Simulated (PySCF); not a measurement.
**Radial density of S (sulfur, neutral)**

CAM-B3LYP, [Ne] 3s2 3p4, high-spin 3P determinant. Calculation: PySCF 2.14, in aug-cc-pCVTZ-DK with one added diffuse shell each of s, p, d, f type (9s8p6d4f, 91 functions); the spin-free X2C one-electron Hamiltonian (Gaussian nucleus).

```tsv
r (bohr)	4πr²ρ (e/bohr)	4πr²(ρα − ρβ)
0.00210	0.1633	0.0000
0.00352	0.4224	0.0000
0.00593	1.067	0.0000
0.00997	2.577	-0.0001
0.0168	5.733	-0.0001
0.0282	11.09	0.0007
0.0474	16.92	0.0062
0.0798	17.78	0.0314
0.134	12.86	0.1117
0.226	14.21	0.2288
0.380	17.27	0.1506
0.639	7.485	0.0072
1.07	3.036	0.6882
1.81	3.171	1.0672
3.04	0.8479	0.3143
5.11	0.05129	0.0168
8.60	0.0002415	0.0000
```

Densities and radii are taken from the X2C orbitals without a picture-change correction, which distorts them close to the nucleus.
